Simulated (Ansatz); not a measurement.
The same path of CH5Ga + FH (9 atoms, charge 0, multiplicity 1) was run twice with different band settings. Lost on the way: Ga1–H2, F8–H9. Made: H2–H9.

All numbers below come from RHF/def2-SVP in Ansatz 0.2.0.

Relaxed end points:

```xyz
9
Properties=species:S:1:pos:R:3
Ga 0.043 -0.197 0.049
H 0.089 -0.674 1.565
C 1.731 -0.073 -0.997
H 1.999 -1.059 -1.390
H 1.630 0.602 -1.850
H 2.566 0.270 -0.381
H -1.369 -0.119 -0.656
F 0.011 2.068 0.891
H -0.101 2.093 1.790
```

```xyz
9
Properties=species:S:1:pos:R:3
Ga -0.084 0.513 -0.595
H 0.204 0.044 2.579
C 1.742 -0.010 -1.112
H 1.816 -1.072 -1.352
H 2.054 0.561 -1.991
H 2.445 0.220 -0.308
H -1.447 -0.248 -0.694
F -0.235 2.135 0.067
H 0.103 0.769 2.429
```

Common settings: spring 5.0 eV/Å²; optimiser quadratic models (default); start path through a guess of the saddle point; force threshold 0.05 eV/Å; iteration limit 60; end points relaxed.

| run | movable images | climbing image |
| --- | --- | --- |
| 1 | 5 | yes |
| 2 | 3 | no |

Question: What does each run give, and how far can it be trusted?

Answer: Run 1: converged after 13 iterations, highest image 0.866 eV above the first end. A vibrational analysis at the climbing image gives one clearly imaginary mode, 1610i cm⁻¹: a first-order saddle point.
Run 2: converged after 8 iterations, highest image 0.356 eV above the first end. No image climbed, so the highest image needn't sit at the top of the path. A band with more images between the same ends climbed to 0.87 eV, so this one has probably stepped over the top. So few images can step over the top or miss a turn of the path.
The orbitals stay closed-shell, which can raise the energy where a bond breaks towards radicals; this wasn't checked here.
